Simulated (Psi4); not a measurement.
Cl₄Sn, triplet, geometry from GFN2-xTB (such geometries of metal compounds can be far from the true shape) (a higher spin typed on purpose: for a closed-shell molecule this is an excited state) (all electrons, no relativity), with bond 5-2 at 1.5 times its length; HF/STO-3G (Psi4).

Here is a job for Psi4.
```
memory 2 GB

molecule {
0 3
Cl   -1.97670577   -0.92687362   -1.30496980
Sn    0.00000000   -0.00000000   -0.00000000
Cl   -0.34782266    2.48534333    0.41411896
Cl    2.13586910   -0.34597088   -1.33707664
Cl    0.28298899   -1.81874824    3.34189122
}

set {
  basis sto-3g
  reference uhf
  scf_type pk
  stability_analysis check
}

energy('scf')
print_variables()
```

Output, abridged:

```
   => Loading Basis Set <=

    Name: STO-3G
    Role: ORBITAL
    Keyword: BASIS

         ---------------------------------------------------------
                                   SCF
               by Justin Turney, Rob Parrish, Andy Simmonett
                          and Daniel G. A. Smith
                              UHF Reference
         ---------------------------------------------------------

  ==> Geometry <==

    Molecular point group: c1
    Full point group: C1

    Geometry (in Angstrom), charge = 0, multiplicity = 3:

       Center              X                  Y                   Z               Mass
    ------------   -----------------  -----------------  -----------------  -----------------
         CL          -1.989403553901    -0.845265947520    -1.454921266424    34.968852682000
         SN          -0.012697783901     0.081607672480    -0.149951466424   119.902201630000
         CL          -0.360520443901     2.566951002480     0.264167493576    34.968852682000
         CL           2.123171316099    -0.264363207520    -1.487028106424    34.968852682000
         CL           0.270291206099    -1.737140567520     3.191939753576    34.968852682000

  Running in c1 symmetry.

  Rotational constants: A =      0.02794  B =      0.01919  C =      0.01919 [cm^-1]
  Rotational constants: A =    837.72724  B =    575.31065  C =    575.31065 [MHz]
  Nuclear repulsion =  846.380996329808113

  Charge       = 0
  Multiplicity = 3
  Electrons    = 118
  Nalpha       = 60
  Nbeta        = 58

  ==> Algorithm <==

  SCF Algorithm Type is PK.
  DIIS enabled.
  MOM disabled.
  Fractional occupation disabled.
  Guess Type is SAD.
  Energy threshold   = 1.00e-06
  Density threshold  = 1.00e-06
  Integral threshold = 1.00e-12

  ==> Primary Basis <==

  Basis Set: STO-3G
    Blend: STO-3G
    Number of shells: 31
    Number of basis functions: 63
    Number of Cartesian functions: 65
    Spherical Harmonics?: true
    Max angular momentum: 2

  ==> Integral Setup <==

  Using in-core PK algorithm.
   Calculation information:
      Number of atoms:                   5
      Number of AO shells:              31
      Number of primitives:             93
      Number of atomic orbitals:        65
      Number of basis functions:        63

      Integral cutoff                 1.00e-12
      Number of threads:                 1

  Performing in-core PK
  Using 4066272 doubles for integral storage.
  We computed 52959 shell quartets total.
  Whereas there are 123256 unique shell quartets.

  ==> DiskJK: Disk-Based J/K Matrices <==

    J tasked:                  Yes
    K tasked:                  Yes
    wK tasked:                  No
    Schwarz Cutoff:          1E-12

  Minimum eigenvalue in the overlap matrix is 3.4229899050E-01.
  Reciprocal condition number of the overlap matrix is 1.9833649063E-01.
    Using symmetric orthogonalization.

  ==> Pre-Iterations <==

  SCF Guess: Superposition of Atomic Densities via on-the-fly atomic UHF (no occupation information).

   -------------------------
    Irrep   Nso     Nmo
   -------------------------
     A         63      63
   -------------------------
    Total      63      63
   -------------------------

  ==> Iterations <==

                        Total Energy        Delta E     RMS |[F,P]|

   @UHF iter SAD: -7777.61222514204565   -7.77761e+03   0.00000e+00
   @UHF iter   1: -7781.66764401878663   -4.05542e+00   4.93211e-03 ADIIS/DIIS
   @UHF iter   2: -7781.72937955859288   -6.17355e-02   6.64919e-04 ADIIS/DIIS
   @UHF iter   3: -7781.73271475205183   -3.33519e-03   2.08378e-04 ADIIS/DIIS
   @UHF iter   4: -7781.73322984275637   -5.15091e-04   7.96172e-05 DIIS
   @UHF iter   5: -7781.73333181371254   -1.01971e-04   2.32148e-05 DIIS
   @UHF iter   6: -7781.73334177399920   -9.96029e-06   8.96857e-06 DIIS
   @UHF iter   7: -7781.73334343190072   -1.65790e-06   3.39287e-06 DIIS
   @UHF iter   8: -7781.73334365503433   -2.23134e-07   1.54490e-06 DIIS
   @UHF iter   9: -7781.73334371084729   -5.58130e-08   5.76335e-07 DIIS
  Energy and wave function converged.

    Wavefunction stable under totally symmetric rotations.
    Lowest totally symmetric eigenvalue: 0.000000
    Lowest UHF->UHF stability eigenvalues:
       A 0.000000

    Stability analysis over.

  ==> Post-Iterations <==

   @Spin Contamination Metric:   6.754918458E-03
   @S^2 Expected:                2.000000000E+00
   @S^2 Observed:                2.006754918E+00
   @S   Expected:                1.000000000E+00
   @S   Observed:                1.000000000E+00

    Orbital Energies [Eh]
    ---------------------

    Alpha Occupied:

       1A   -1030.030835     2A   -153.661509     3A   -145.491225
       4A   -145.490648     5A   -145.490648     6A   -103.782172
       7A   -103.633898     8A   -103.633830     9A   -103.633785
      10A    -29.738713    11A    -26.721448    12A    -26.720227
      13A    -26.720222    14A    -18.322960    15A    -18.322816
      16A    -18.322814    17A    -18.322427    18A    -18.322426
      19A    -10.465182    20A    -10.327828    21A    -10.327686
      22A    -10.327615    23A     -7.926002    24A     -7.900825
      25A     -7.900444    26A     -7.772679    27A     -7.772541
      28A     -7.772474    29A     -7.766429    30A     -7.766323
      31A     -7.766256    32A     -7.766243    33A     -7.766160
      34A     -7.766104    35A     -4.951959    36A     -3.705940
      37A     -3.702568    38A     -3.702532    39A     -1.077243
      40A     -1.034063    41A     -1.034033    42A     -1.027071
      43A     -1.022510    44A     -1.022494    45A     -0.985195
      46A     -0.966608    47A     -0.966489    48A     -0.556337
      49A     -0.551404    50A     -0.488637    51A     -0.483987
      52A     -0.439392    53A     -0.439253    54A     -0.415326
      55A     -0.394629    56A     -0.394593    57A     -0.390299
      58A     -0.384989    59A     -0.384928    60A     -0.299661

    Alpha Virtual:

      61A      0.138793    62A      0.182202    63A      0.182480

    Beta Occupied:

       1A   -1030.029761     2A   -153.660364     3A   -145.490243
       4A   -145.490243     5A   -145.489897     6A   -103.774217
       7A   -103.633046     8A   -103.632977     9A   -103.632931
      10A    -29.736628    11A    -26.719636    12A    -26.719631
      13A    -26.718652    14A    -18.322158    15A    -18.322158
      16A    -18.321958    17A    -18.321955    18A    -18.321853
      19A    -10.454247    20A    -10.326649    21A    -10.326508
      22A    -10.326437    23A     -7.896044    24A     -7.895927
      25A     -7.882066    26A     -7.768607    27A     -7.768385
      28A     -7.768310    29A     -7.765845    30A     -7.765762
      31A     -7.765707    32A     -7.765349    33A     -7.765263
      34A     -7.765206    35A     -4.946870    36A     -3.700605
      37A     -3.700570    38A     -3.696903    39A     -1.031078
      40A     -1.031051    41A     -1.022455    42A     -1.020006
      43A     -1.019988    44A     -0.974635    45A     -0.957184
      46A     -0.957050    47A     -0.953670    48A     -0.511977
      49A     -0.452846    50A     -0.449998    51A     -0.417151
      52A     -0.417053    53A     -0.397585    54A     -0.387979
      55A     -0.387870    56A     -0.387803    57A     -0.377317
      58A     -0.377296

    Beta Virtual:

      59A      0.024299    60A      0.034800    61A      0.161268
      62A      0.229200    63A      0.229449

    Final Occupation by Irrep:
              A
    DOCC [    58 ]
    SOCC [     2 ]
    NA   [    60 ]
    NB   [    58 ]

  @UHF Final Energy: -7781.73334371084729

   => Energetics <=

    Nuclear Repulsion Energy =            846.3809963298081129
    One-Electron Energy =              -12453.0315516603150172
    Two-Electron Energy =                3824.9172116196591560
    Total Energy =                      -7781.7333437108482030

  UHF NO Occupations:
  HONO-2 :   58  A 1.9975547
  HONO-1 :   59  A 1.0000000
  HONO-0 :   60  A 1.0000000
  LUNO+0 :   61  A 0.0024453
  LUNO+1 :   62  A 0.0004682
  LUNO+2 :   63  A 0.0004671

Computation Completed

Properties will be evaluated at   0.000000,   0.000000,   0.000000 [a0]

Properties computed using the SCF density matrix

 Multipole Moments:

 ------------------------------------------------------------------------------------
     Multipole            Electronic (a.u.)      Nuclear  (a.u.)        Total (a.u.)
 ------------------------------------------------------------------------------------

 L = 1.  Multiply by 2.5417464519 to convert [e a0] to [Debye]
 Dipole X            :         -0.0858619            0.1989234            0.1130615
 Dipole Y            :          0.5564892           -1.2784651           -0.7219760
 Dipole Z            :         -1.0204153            2.3491385            1.3287232
 Magnitude           :                                                    1.5164226

 ------------------------------------------------------------------------------------

  Variable Map:
  ----------------------------------------------------------------------------
  "CURRENT ENERGY"           =>   -7781.733343710847
  "CURRENT REFERENCE ENERGY" =>   -7781.733343710847
  "DD SOLVATION ENERGY"      =>       0.000000000000
  "HF KINETIC ENERGY"        =>    7748.485658663683
  "HF POTENTIAL ENERGY"      =>  -15530.219002374532
  "HF TOTAL ENERGY"          =>   -7781.733343710848
  "HF VIRIAL RATIO"          =>       2.004290862307
  "NUCLEAR REPULSION ENERGY" =>     846.380996329808
  "ONE-ELECTRON ENERGY"      =>  -12453.031551660315
  "PCM POLARIZATION ENERGY"  =>       0.000000000000
  "PE ENERGY"                =>       0.000000000000
  "SCF ITERATION ENERGY"     =>   -7781.733343710847
  "SCF ITERATIONS"           =>       9.000000000000
  "SCF TOTAL ENERGY"         =>   -7781.733343710847
  "TWO-ELECTRON ENERGY"      =>    3824.917211619659

  Array Variable Map:
  ----------------------------------------------------------------------------
  "CURRENT DIPOLE"           =>       0.113061520605 ... 1.328723207600 1 by 3
  "SCF DIPOLE"               =>       0.113061520605 ... 1.328723207600 1 by 3
  "SCF STABILITY EIGENVALUES" =>       0.000000012975 ... 0.000000012975 1 by 1
  "SCF TOTAL ENERGIES"       =>   -7777.612225142046 ... -7781.733343710847 1 by 10
```
